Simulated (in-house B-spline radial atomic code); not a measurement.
Multiplet parameters of the 4p2 shell in As⁺ ([Ar] 3d10 4s2 4p2). Method: non-relativistic Hartree-Fock, average of configuration, point nucleus. Calculated with a radial B-spline atomic code at the basis-set limit.

Slater integrals: F^2 = 44643 cm⁻¹. Central-field spin-orbit parameter ζ(4p) = 1487 cm⁻¹ (bare central field on non-relativistic orbitals, without two-electron terms: too large for light atoms, too small for heavy ones).

With F₂ = F^2/25 = 1786 cm⁻¹:

(1) Where do the terms lie in LS coupling, without spin-orbit interaction?

(2) How far can these numbers be trusted?

Answers

(1) In cm⁻¹ above the Hund's-rule term:
| term | expression | energy |
| --- | --- | --- |
| 3P | 0 F₂ | 0 |
| 1D | 6 F₂ | 10714 |
| 1S | 15 F₂ | 26786 |

(2) Unscaled Hartree-Fock integrals overestimate measured term splittings, because correlation screens the repulsion; fits to spectra scale them down, most for low charges. Here ζ is 0.83 times F₂, so LS coupling is a fair start, though levels of equal J in close terms still mix.
